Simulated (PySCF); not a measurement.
# `C/C=C\[C@H](CCl)OC`, C6H11ClO

Molfile (atoms numbered from 1):
```
C6H11ClO
     RDKit          3D

 19 18  0  0  0  0  0  0  0  0999 V2000
   -2.6143   -0.2215    0.4035 C   0  0  0  0  0  0  0  0  0  0  0  0
   -1.9204   -0.4626   -0.8960 C   0  0  0  0  0  0  0  0  0  0  0  0
   -0.6177   -0.4076   -1.1234 C   0  0  0  0  0  0  0  0  0  0  0  0
    0.4507   -0.0984   -0.1070 C   0  0  2  0  0  0  0  0  0  0  0  0
    0.5031    1.4249    0.1252 C   0  0  0  0  0  0  0  0  0  0  0  0
    1.0804    1.8511    1.7591 Cl  0  0  0  0  0  0  0  0  0  0  0  0
    1.6573   -0.6021   -0.6327 O   0  0  0  0  0  0  0  0  0  0  0  0
    2.7219   -0.6858    0.2838 C   0  0  0  0  0  0  0  0  0  0  0  0
   -1.9167   -0.0802    1.2233 H   0  0  0  0  0  0  0  0  0  0  0  0
   -3.2670   -1.0627    0.6348 H   0  0  0  0  0  0  0  0  0  0  0  0
   -3.2430    0.6660    0.3264 H   0  0  0  0  0  0  0  0  0  0  0  0
   -2.5797   -0.6978   -1.7215 H   0  0  0  0  0  0  0  0  0  0  0  0
   -0.2185   -0.5983   -2.1078 H   0  0  0  0  0  0  0  0  0  0  0  0
    0.2279   -0.5957    0.8514 H   0  0  0  0  0  0  0  0  0  0  0  0
   -0.4904    1.8594    0.0274 H   0  0  0  0  0  0  0  0  0  0  0  0
    1.1836    1.8827   -0.5925 H   0  0  0  0  0  0  0  0  0  0  0  0
    2.4288   -1.2435    1.1812 H   0  0  0  0  0  0  0  0  0  0  0  0
    3.0844    0.3015    0.5859 H   0  0  0  0  0  0  0  0  0  0  0  0
    3.5199   -1.2200   -0.2288 H   0  0  0  0  0  0  0  0  0  0  0  0
  1  2  1  0
  2  3  2  0
  3  4  1  0
  4  5  1  0
  5  6  1  0
  4  7  1  0
  7  8  1  0
  1  9  1  0
  1 10  1  0
  1 11  1  0
  2 12  1  0
  3 13  1  0
  4 14  1  1
  5 15  1  0
  5 16  1  0
  8 17  1  0
  8 18  1  0
  8 19  1  0
M  END
```

Method: GIAO B97-2/6-31G* magnetisability, rotational g tensor and spin-rotation constants, non-relativistic, gas phase in PySCF 2.14.0. Geometry: GFN2-xTB.

Problem. Give the nuclear spin-rotation constants along the inertial axes (H = +C I·J) beside the isotropic shieldings.

Solution. Rotational constants 1.9634, 1.1639, 0.8101 GHz. A star marks the isotopologue with that one atom substituted, in its own axes.
```
atom  isotope  Caa (kHz)  Cbb (kHz)  Ccc (kHz)  mean (kHz)  σ (ppm)
 Cl6     35Cl      0.309      0.200      0.145       0.218    859.7
  H9       1H     -0.012     -0.124     -0.070      -0.069     30.7
 H10       1H     -0.095     -0.132     -0.033      -0.087     30.9
 H11       1H     -0.206     -0.027     -0.061      -0.098     30.9
 H12       1H      0.099     -0.111     -0.069      -0.027     26.9
 H13       1H     -0.200      0.025     -0.039      -0.072     26.9
 H14       1H     -0.200     -0.118      0.043      -0.092     28.0
 H15       1H     -0.077     -0.046     -0.078      -0.067     29.0
 H16       1H     -0.162     -0.102     -0.003      -0.089     28.9
 H17       1H     -0.215     -0.113      0.031      -0.099     29.2
 H18       1H     -0.062     -0.054     -0.061      -0.059     28.4
 H19       1H     -0.194      0.052     -0.088      -0.077     28.8
  C1     13C*      0.278      0.143      0.092       0.171    178.7
  C2     13C*      0.691      0.331      0.168       0.397     76.8
  C3     13C*      0.640      0.349      0.205       0.398     69.9
  C4     13C*      0.477      0.241      0.179       0.299    114.7
  C5     13C*      0.349      0.213      0.146       0.236    143.1
  O7     17O*     -0.217     -0.068     -0.065      -0.117    294.9
  C8     13C*      0.296      0.258      0.152       0.235    138.2
```
For the geometry as given, no vibrational averaging.
